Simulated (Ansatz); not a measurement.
`B[SiH](C)OC` → `BOC` + `C[SiH]` at 500 K and 1 bar (silylene formation by 1,1-elimination).

Gas-phase electronic energies from Ansatz, PBE0-D4/def2-TZVP geometries. CBS: MP2 limit from def2 TZ/QZ plus the TZ coupled-cluster correction, frozen cores. This one scheme is used for every species. One conformer a species, not always the lowest.

```json
{"species": "`B[SiH](C)OC`", "CCSD(T)/CBS energy (Eh)": "-470.56990", "H − E (kJ/mol)": "340.1", "S (J/(mol·K))": "457.5"}
{"species": "`BOC`", "CCSD(T)/CBS energy (Eh)": "-141.04597", "H − E (kJ/mol)": "196.3", "S (J/(mol·K))": "305.9"}
{"species": "`C[SiH]`", "CCSD(T)/CBS energy (Eh)": "-329.46712", "H − E (kJ/mol)": "135.7", "S (J/(mol·K))": "295.1"}
```

H − E and S are ideal-gas, rigid-rotor, harmonic terms from PBE0-D4/def2-TZVP, for one conformer and one mirror image of each species. 1 Eh = 2625.50 kJ/mol, R = 8.31446 J/(mol·K).

**Question.** By hand: ΔE, ΔH, ΔS and ΔG.

**Answer.** ΔE = (-141.04597) + (-329.46712) − (-470.56990) = 0.05681 Eh = 149.2 kJ/mol. Δ(H − E) = 196.3 + 135.7 − 340.1 = -8.1, so ΔH = 141.1 kJ/mol. ΔS = 305.9 + 295.1 − 457.5 = 143.5 J/(mol·K). ΔG = 141.1 − 500 × (143.5)/1000 = 69.3 kJ/mol.

**Question.** By hand: the equilibrium constant, and the temperature at which ΔG would vanish if ΔH and ΔS stayed fixed.

**Answer.** log₁₀ K = −ΔG/(RT ln 10) = -7.2. ΔG = 0 at ΔH/ΔS = 983 K.

The number of gas molecules changes by +1, which sets the sign of ΔS. A doubt of 5 kJ/mol in ΔE shifts log₁₀ K by 0.5 here. Other conformers and mirror images would add mixing entropy, several J/(mol·K) or more a flexible species. These are equilibria of isolated gas molecules and say nothing of rates. Largest T1 diagnostic: 0.014 (customary marks: 0.02 for closed shells, 0.045 for open ones).
